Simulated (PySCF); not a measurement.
Several compounds and their computed core spectra got separated.

Level of theory: delta-SCF UKS SCAN, pcX-2 on the ionised atom, pcseg-1 elsewhere, spin-free X2C (PySCF). Geometries: GFN2-xTB; isolated species, one conformer each.

Line lists (1s up to Mg, 2p3/2 beyond; areas count atoms within a level, one atom standing for each set equivalent by bonding):
1. C 1s: 289.92 (area 1), 290.34 (area 1), 290.43 (area 1), 290.45 (area 1), 290.51 (area 1) eV
2. C 1s: 293.27 eV; N 1s: 405.65 eV
3. C 1s: 292.29 eV; N 1s: 405.86 (area 2), 405.96 (area 1) eV; Si 2p3/2: 109.21 eV

Structures:
A. `N#C[SiH](N)C#N`
B. `c1ncncn1`
C. `C=CCCC`

**Question.** Match each list to its structure.

**Answer.** 
- 1 = C: no other candidate has this set of levels. C 1s: 289.92 terminal =CH2 carbon, 290.34 alkene CH carbon, 290.43 chain CH2 carbon, 290.45 methyl carbon, 290.51 allylic carbon.
- 2 = B: no other candidate has this set of levels. C 1s: 293.27 aromatic CH next to a ring nitrogen (×3); N 1s: 405.65 pyridine-type nitrogen (×3).
- 3 = A: no other candidate has this set of levels. C 1s: 292.29 cyano carbon (×2); N 1s: 405.86 cyano nitrogen (×2), 405.96 silicon-bound nitrogen; Si 2p3/2: 109.21 SiH silicon.

For 2p shells one spin-free hole was relaxed; a mean-field spin–orbit operator and the ground-state splitting of the three 2p orbitals were then diagonalised within the shell. The shell's mean is (2 × 2p3/2 + 2p1/2)/3, and the degeneracies 2j + 1 give areas of 2:1.
